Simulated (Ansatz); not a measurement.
System: LaCl2, charge 1, multiplicity 1. The spin state was set by rule; other spins were not relaxed. SMILES of the parent species: [La]([Cl])[Cl]
Structure (B3LYP-D3(BJ)/def2-TZVP (Ansatz, a first-principles code) minimum search):
```
La
Cl 1 2.5176
Cl 1 2.5176 2 107.81
```
Charge +1, spin multiplicity 1.

Parts of the frozen-core correlation energy in def2-SVP (Ansatz, hartree). Frozen orbitals: 14; correlated occupied orbitals by spin: 8 and 8; virtual: 46 and 46. Spin-orbit coupling is left out. Past Kr the def2 sets carry scalar-relativistic core potentials.

| term | value |
|---|---|
| reference (HF) | -949.82032 |
| MP2 opposite-spin | ? |
| MP2 same-spin | ? |
| CCSD correlation | ? |
| (T) | -0.00886 |
| T1 diagnostic | 0.016 |
| largest doubles amplitude | 0.023 |

Task: What belongs in the gaps?

Result: 
- MP2 opposite-spin, value: -0.21875
- MP2 same-spin, value: -0.08312
- CCSD correlation, value: -0.32309
